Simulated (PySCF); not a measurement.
Hg(I)2, SMILES [Hg]([I])[I] (HgI2) at its B3LYP/def2-SVP optimised geometry (Å):

```
3

Hg     0.0000     0.0000     0.0000
I     -2.6413     0.0000     0.0000
I      2.6413     0.0000     0.0000
```

Method: B3LYP/def2-TZVP, def2 effective core potentials past Kr run with PySCF. The core electrons that the potentials of Hg, I replace are not part of the density. Cells within 0.4 Å of a nucleus heavier than hydrogen are left out (blank, or x).

Map of the deformation density (molecule minus spherical neutral atoms) (e/bohr³) on the plane z = 0.0 Å:

```
|7777777777777777777777777777777|
|7777777777777777777777777777777|
|7777777777777777777777777777777|
|7777777777777777777777777777777|
|7777777777777777777777777777777|
|7777777777777777777777777777777|
|7777777777777777777777777777777|
|7777777777777777777777777777777|
|7777777777777777777777777777777|
|7777777777777777777777777777777|
|7777777777777777777777777777777|
|7777777877777777777777787777777|
|7777778987777777777777898777777|
|7776789987787666667877899876777|
|7776686x6778739x9378776x6866777|
|776668xxx77960xxx06977xxx866677|
|7776686x6778739x9378776x6866777|
|7776789987787666667877899876777|
|7777778987777777777777898777777|
|7777777877777777777777787777777|
|7777777777777777777777777777777|
|7777777777777777777777777777777|
|7777777777777777777777777777777|
|7777777777777777777777777777777|
|7777777777777777777777777777777|
|7777777777777777777777777777777|
|7777777777777777777777777777777|
|7777777777777777777777777777777|
|7777777777777777777777777777777|
|7777777777777777777777777777777|
|7777777777777777777777777777777|
```
Scale: ten equal steps from -0.041 (start of '0') to 0.013 (end of '9'), in the order '0123456789'; x runs from -5.00 to 5.00, y from -5.00 (bottom) to 5.00 (top).
